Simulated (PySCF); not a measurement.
Molfile (atoms numbered from 1):
```
C7H14O2
     RDKit          3D

 23 22  0  0  0  0  0  0  0  0999 V2000
   -3.9101    0.0433    0.0116 C   0  0  0  0  0  0  0  0  0  0  0  0
   -2.5472    0.7151   -0.0310 C   0  0  0  0  0  0  0  0  0  0  0  0
   -1.5552    0.0489    0.9020 C   0  0  0  0  0  0  0  0  0  0  0  0
   -0.3042    0.7302    0.9269 O   0  0  0  0  0  0  0  0  0  0  0  0
    0.5651    0.4366   -0.0489 C   0  0  0  0  0  0  0  0  0  0  0  0
    0.3453   -0.3729   -0.9134 O   0  0  0  0  0  0  0  0  0  0  0  0
    1.8185    1.2646    0.0713 C   0  0  0  0  0  0  0  0  0  0  0  0
    2.9732    0.7399   -0.7670 C   0  0  0  0  0  0  0  0  0  0  0  0
    3.5346   -0.5808   -0.2629 C   0  0  0  0  0  0  0  0  0  0  0  0
   -4.6135    0.5255   -0.6828 H   0  0  0  0  0  0  0  0  0  0  0  0
   -4.3542    0.0907    1.0190 H   0  0  0  0  0  0  0  0  0  0  0  0
   -3.8427   -1.0192   -0.2715 H   0  0  0  0  0  0  0  0  0  0  0  0
   -2.6329    1.7788    0.2471 H   0  0  0  0  0  0  0  0  0  0  0  0
   -2.1400    0.6816   -1.0539 H   0  0  0  0  0  0  0  0  0  0  0  0
   -1.9165    0.0698    1.9408 H   0  0  0  0  0  0  0  0  0  0  0  0
   -1.3906   -0.9984    0.6035 H   0  0  0  0  0  0  0  0  0  0  0  0
    1.5393    2.2878   -0.2354 H   0  0  0  0  0  0  0  0  0  0  0  0
    2.0811    1.3405    1.1389 H   0  0  0  0  0  0  0  0  0  0  0  0
    3.7678    1.5032   -0.7847 H   0  0  0  0  0  0  0  0  0  0  0  0
    2.6259    0.6210   -1.8056 H   0  0  0  0  0  0  0  0  0  0  0  0
    2.7663   -1.3681   -0.2858 H   0  0  0  0  0  0  0  0  0  0  0  0
    4.3764   -0.9200   -0.8850 H   0  0  0  0  0  0  0  0  0  0  0  0
    3.9010   -0.4915    0.7729 H   0  0  0  0  0  0  0  0  0  0  0  0
  1  2  1  0
  2  3  1  0
  3  4  1  0
  4  5  1  0
  5  6  2  0
  5  7  1  0
  7  8  1  0
  8  9  1  0
  1 10  1  0
  1 11  1  0
  1 12  1  0
  2 13  1  0
  2 14  1  0
  3 15  1  0
  3 16  1  0
  7 17  1  0
  7 18  1  0
  8 19  1  0
  8 20  1  0
  9 21  1  0
  9 22  1  0
  9 23  1  0
M  END
```

Geometry: PBE0-D3(BJ)/def2-SVP; GIAO shifts from PySCF 2.14.0 with density-fitted response routines, gas phase, non-relativistic, averaged over equivalent atoms.

At mPW1PW91/pcSseg-1 (223 basis functions, 38 s wall time on 1 thread of an Arm Neoverse V1, shared host):
```tsv
atoms	δ (ppm)
C5	178.0
C3	66.5
C7	36.2
C2	23.9
C8	19.2
C9	14.8
C1	11.1
O6	426.0
O4	215.9
H15/H16	3.88
H17/H18	2.16
H13/H14	1.51
H19/H20	1.50
H21/H22/H23	0.92
H10/H11/H12	0.87
```

Referencing at the same level of theory: 13C (σ = 183.54 ppm), 1H (σ = 31.32 ppm) vs TMS; H2O for 17O (σ = 333.30 ppm).

Predict the values at PBE0/pcSseg-1 on the same geometry.

Results:


```csv
atoms,δ at PBE0/pcSseg-1,change
C5,177.8,-0.2
C3,66.6,+0.1
C7,36.2,+0.0
C2,23.8,-0.1
C8,19.1,-0.1
C9,14.6,-0.2
C1,10.9,-0.2
O6,426.2,+0.2
O4,216.7,+0.8
H15/H16,3.89,+0.01
H17/H18,2.17,+0.01
H13/H14,1.51,+0.00
H19/H20,1.50,+0.00
H21/H22/H23,0.92,+0.00
H10/H11/H12,0.87,+0.00
```

References, each an isolated molecule treated in the same way: TMS for 13C (σref 184.41), 1H (σref 31.27); 17O (σref 334.56) against H2O.

The largest change is at O4 (ester alkoxy oxygen). Cost: 223 basis functions, 41 s wall time on 1 thread of an Arm Neoverse V1, shared host. The order of the carbon signals is the same at both levels.

Unscaled 17O shifts of doubly bonded oxygen tend to come out too high, by tens of ppm or more. Experimental scales use liquid or dissolved standards, which lie at an offset from isolated H2O (liquid H2O: subtract about 36 ppm).
